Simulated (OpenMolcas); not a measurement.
## Ge2+: effect of the basis set

```
Program             : OpenMolcas 26.06
Method              : MS-RASPT2, IPEA 0.25 Eh, imaginary shift 0.1 Eh (closed shells correlated: 3d)
Active space        : 2 electrons in 9 orbitals (RAS2 4s 4p; RAS3 4d, at most 2 electrons)
State averaging     : 2S+1 = 3 even, 3 roots; 2S+1 = 1 even, 7 roots; 2S+1 = 3 odd, 3 roots; 2S+1 = 1 odd, 3 roots
Spin-orbit coupling : state interaction with AMFI integrals over the reference wave functions, term energies averaged over their components
```

A. ANO-RCC-VTZP [6s5p3d1f], DKH2, point nucleus; CASPT2 step of the order of 5 core-seconds
B. ANO-RCC-VQZP [7s6p4d2f1g], DKH2, point nucleus; CASPT2 step of the order of 8 core-seconds
C. ANO-R2 [6s5p4d3f1g], X2C, finite nucleus; CASPT2 step of the order of 5 core-seconds
D. ANO-RCC [10s9p8d5f2g], DKH2, point nucleus; CASPT2 step about 20 core-seconds

Energies in cm⁻¹ above 4s² ¹S₀, the measured ground level; measured values from Sugar and Musgrove, J. Phys. Chem. Ref. Data 22, 1213 (1993).

```csv
Level,A,B,C,D,Measured
4s² ¹S₀,0.0,0.0,0.0,0.0,0.0
4s 4p ³P°₀,60540,61080,60740,61340,61734
4s 4p ³P°₁,61190,61740,61390,62000,62500
4s 4p ³P°₂,62560,63130,62760,63400,64144
4s 4p ¹P°₁,92200,91670,91270,91520,91873
4p² ¹D₂,146050,144890,144450,144440,144975
```

Deviations, from unrounded energies. A percentage is the sum of absolute deviations over the sum of measured energies, with the sign that they share, or ± where signs differ.

```csv
Against measurement,Levels,A,B,C,D
mean absolute deviation (cm-1),5,1100,540,920,510
other configurations (%),5,±1.3,-0.6,-1.1,-0.6
```

D lies closest to measurement on these levels and A furthest from it. The largest miss of D in the table is 4s 4p ³P°₂, by -740 cm-1. The ranking rests on the paired levels alone, and a cruder setting can come out closer through cancelling errors.

Among A to D the level of the table that moves most is 4p² ¹D₂, by 1600 cm-1 (lowest in D, highest in A). Moves below CASPT2's spread within the term are not significant.

Term energies are means over components that CASPT2 splits; among the terms shown or strongly mixed into the levels shown the widest spread is 58 cm-1 (4p² ¹D, D). Active for correlation alone: 4d; no level in the range computed is led by a configuration that fills it, so any true level of that kind is missing. Some terms mix strongly with configurations of 4d, whose occupation reaches 0.22 (4p² ¹D) (figures for A; the like holds for B, C, D). Configurations are named by rounded mean occupations; where the s occupation lies near a half they are strongly mixed, a name can repeat and a true partner stay unpaired (holds for D). Measured partners are found by configuration, term and J. A level has none where our copy of the source lacks it or the pairing is in doubt (some pairs that miss far off the trend of their configuration count as doubtful), and it then counts in no deviation. Levels of configurations outside the active space are missing. The table leaves out levels that lie high or whose names do not pair safely across all columns.

° marks odd parity.
